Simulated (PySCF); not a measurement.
Match the calculated data to a structure.

All candidates are C3H7FO2Si.

| technique | computed result |
| --- | --- |
| Triplet | lowest triplet excitation (Tamm–Dancoff): 4.23 eV [TDA CAM-B3LYP/def2-SVPD] |
| 1H NMR | chemical shifts (computed TMS as zero) by class: 5.15 (2 H), 4.74 (2 H), 1.34 (3 H) ppm [GIAO PBE0/pcSseg-1] |
| Dipole | 2.17 D [CAM-B3LYP/def2-SVPD] |
| NMR, other nuclei | isotropic shieldings of nuclei other than C and H, by class: -156 (1 O), 88 (1 O), 405 (1 F), 364 (1 Si) ppm [GIAO PBE0/pcSseg-1] |
| 13C NMR | chemical shifts (computed TMS as zero) by class: 182.2 (1 C), 57.8 (1 C), 17.8 (1 C) ppm [GIAO PBE0/pcSseg-1] |
| UV, first state | lowest singlet excitation: 4.88 eV (254 nm, f = 0.003) [TDDFT CAM-B3LYP/def2-SVPD] |
| UV, strongest line | among the 8 lowest singlet transitions: S7 at 8.37 eV (148 nm, f = 0.157) [TDDFT CAM-B3LYP/def2-SVPD] |
| Polarisability | 68.7 au [CAM-B3LYP/def2-SVPD] |
| Rotational structure | rotational constants A, B, C: 3.743, 1.191, 1.015 GHz [GFN2-xTB] |

Gas-phase values; electronic properties from PySCF, density fitting. Levels stand in brackets. One conformer (not necessarily the lowest) at the GFN2-xTB geometry, without solvent, vibrations or thermal averaging. GFN2-xTB frequencies show an imaginary mode (23i cm⁻¹), so this geometry is no minimum at that level. NMR values are class means; diastereotopic atoms form classes of their own.

Question: Which candidate is it?
A. `O=C(CCF)O[SiH3]`
B. `CCOC(=O)[SiH2]F`
C. `CO/C(=C\F)O[SiH3]`
D. `F[C@@H]1C[C@H](O[SiH3])O1`

Answer: B. It is `CCOC(=O)[SiH2]F`. Numbering: `[CH3:1][CH2:2][O:3][C:4](=[O:5])[SiH2:6][F:7]`. Its formula, C3H7FO2Si, gives 1 degree of unsaturation: 0 rings and 1 π bond in the structure found. 3 carbons fall into 3 classes; from least to most shielded: carbonyl carbon [C4] (182.2 ppm), sp3 carbon bound to oxygen [C2] (57.8 ppm), methyl carbon [C1] (17.8 ppm). Hydrogen classes from least to most shielded: 2 H on a fluorine-bound silicon, Si6 (5.15 ppm), 2 H on an sp3 carbon bound to oxygen, C2 (4.74 ppm, a mean of values up to 2.4 ppm apart in this geometry), 3 H on a methyl carbon, C1 (1.34 ppm, a mean of values up to 0.6 ppm apart in this geometry). The other shieldings belong to: -156 ppm, carbonyl oxygen [O5]; 88 ppm, oxygen singly bound to a carbonyl carbon [O3]; 405 ppm, silicon-bound fluorine [F7]; 364 ppm, fluorine-bound silicon [Si6]. The optimised geometry has point group C1 and is an asymmetric top.

The others, at the same levels:
- `CO/C(=C\F)O[SiH3]` fails: its computed 13C shifts are 156.8 (1 C), 129.2 (1 C), 58.3 (1 C) ppm, 1H shifts are 6.88 (1 H), 4.75 (3 H), 4.19 (3 H) ppm and rotational constant A is 4.277 GHz (against 3.743 GHz).
- `F[C@@H]1C[C@H](O[SiH3])O1` fails: its computed 13C shifts are 109.8 (1 C), 96.4 (1 C), 44.3 (1 C) ppm, 1H shifts are 6.01 (1 H), 5.76 (1 H), 4.95 (3 H), 3.10 (1 H), 2.50 (1 H) ppm and lowest singlet excitation is 7.50 eV (165 nm, f = 0.000) (against 4.88 eV).
- `O=C(CCF)O[SiH3]` fails: its computed 13C shifts are 176.9 (1 C), 82.5 (1 C), 39.2 (1 C) ppm, 1H shifts are 4.98 (2 H), 4.83 (3 H), 2.93 (2 H) ppm and lowest singlet excitation is 5.95 eV (208 nm, f = 0.001) (against 4.88 eV).

Each candidate is one conformer, not necessarily the lowest. The conformers computed, where there is a choice (atom-mapped SMILES and torsion angles):
- `[CH3:1][CH2:2][O:3][C:4](=[O:5])[SiH2:6][F:7]`: C1–C2–O3–C4 121°, C2–O3–C4–O5 3°, O3–C4–Si6–F7 73°
- `[CH3:1][O:2]/[C:3](=[CH:4]\[F:5])[O:6][SiH3:7]`: C1–O2–C3–C4 0°, O2–C3–O6–Si7 0°
- `[F:1][C@@H:2]1[CH2:3][C@H:4]([O:5][SiH3:6])[O:7]1`: C3–C4–O5–Si6 -87°
- `[O:1]=[C:2]([CH2:3][CH2:4][F:5])[O:6][SiH3:7]`: O1–C2–C3–C4 0°, C2–C3–C4–F5 180°, O1–C2–O6–Si7 0°
